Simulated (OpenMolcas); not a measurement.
Pt6+ (d4) among equal point charges was computed by CASSCF with the d shell active (OpenMolcas, ANO-RCC-VDZP on the metal). Its lowest spin-free states, and all those of the highest spin:

| 2S+1 | Degeneracy | E (cm-1) |
| --- | --- | --- |
| 5 | 1 | 0.0 |
| 5 | 1 | 1876 |
| 5 | 1 | 2762 |
| 5 | 2 | 3416 |
| 3 | 2 | 21569 |
| 3 | 1 | 21770 |
| 3 | 1 | 21792 |
| 3 | 1 | 22627 |
| 3 | 2 | 23100 |
| 3 | 1 | 23268 |
| 3 | 1 | 23465 |
| 3 | 2 | 23832 |

**Question.** Is the site octahedral, tetrahedral or cube-like, axial, or of lower symmetry?

**Answer.** The states with 2S+1 = 5 have orbital degeneracies 1, 1, 1, 2. There are pairs but no triples, so the site is axial: not cubic, but with a proper or improper axis of order three or more. The run had Pt6+ among 6 point charges of -0.85 e arranged as a tetragonal octahedron (D4h), 2.14 Å from the ion, with the axial distance 2.525 Å.

Spin-orbit coupling mixes the spin-free states strongly: the lowest level takes only 20 % from its leading state, 5E, which lies 3416 cm-1 above the lowest spin-free state. Without dynamic correlation the repulsion within the d shell is too large (B by tens of per cent), so at a given field states of lower spin stand too high. Point charges give a weaker field than real ligands, and real ions of this kind are as a rule low spin; the high spin found here belongs to the model. The ground term spreads over less than 5000 cm-1, several times less than with real ligands, so orbital moments are less quenched and χT lies further from the spin-only value than at real sites. This is an electrostatic model: the charges have no orbitals. No measured value stands beside these numbers.
